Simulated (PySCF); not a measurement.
Zinc: a sound run and one with changed settings

Sound run: Zn [Ar] 3d10 4s2, Zn⁺ [Ar] 3d10 4s1. Calculation: PySCF 2.14, in def2-TZVP (6s5p4d1f, 48 functions); the non-relativistic Hamiltonian (point nucleus). In the sound run the correlated levels freeze [Ar]. The sound run starts from symmetry-adapted Hartree-Fock orbitals and uses a fine grid where one is needed.

Changed run: a valence shell is frozen. This setting is unsound on purpose.

```json
{"species": "Zn", "method": "MP2", "sound run (hartree)": "-1778.21079", "changed run (hartree)": "-1777.82927", "converged": "yes"}
{"species": "Zn", "method": "CCSD(T)", "sound run (hartree)": "-1778.19127", "changed run (hartree)": "-1777.84034", "converged": "yes"}
```

Ionisation energy of Zn:

```json
{"method": "UHF", "sound run (eV)": "7.636", "changed run (eV)": "7.636"}
{"method": "MP2", "sound run (eV)": "8.723", "changed run (eV)": "8.240"}
{"method": "SCS-MP2", "sound run (eV)": "8.760", "changed run (eV)": "8.361"}
{"method": "CCSD", "sound run (eV)": "8.866", "changed run (eV)": "8.542"}
{"method": "CCSD(T)", "sound run (eV)": "8.955", "changed run (eV)": "8.542"}
{"method": "CCSDT", "sound run (eV)": "n/a", "changed run (eV)": "8.542"}
{"method": "FCI", "sound run (eV)": "n/a", "changed run (eV)": "8.542"}
```

Freezing a valence shell removes pair correlation that changes on ionisation.

For comparison, NIST gives 9.394 eV between the lowest levels.
